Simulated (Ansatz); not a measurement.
Cartesian coordinates (Å):
SMILES: BCC
```xyz
10

B      1.4192     0.3556     0.0656
C      0.1016    -0.2484    -0.4774
C     -1.1874    -0.0185     0.3106
H      1.5046     0.7536     1.1941
H      2.3993     0.3738    -0.6236
H     -0.0312    -0.0312    -1.5448
H      0.3522    -1.3295    -0.4822
H     -2.0256    -0.5930    -0.0918
H     -1.0603    -0.2986     1.3590
H     -1.4724     1.0362     0.2905
```
Charge 0, multiplicity 1.

The numbers are results of frozen-core CCSD(T)/cc-pVQZ // r2SCAN-D4/def2-TZVP (Ansatz, a program for electronic structure), not measurements.

| Property | Result |
|---|---|
| HF energy | -104.51751 Ha |
| MP2 correlation energy | -0.49028 Ha |

**Question.** Estimate the CCSD correlation energy, the (T) correction, the total energy and the T1 diagnostic.

**Answer.** 
```json
{
 "CCSD correlation energy": "-0.52658 Ha",
 "(T) correction": "-0.01922 Ha",
 "CCSD(T) total energy": "-105.06331 Ha",
 "T1 diagnostic": "0.009"
}
```
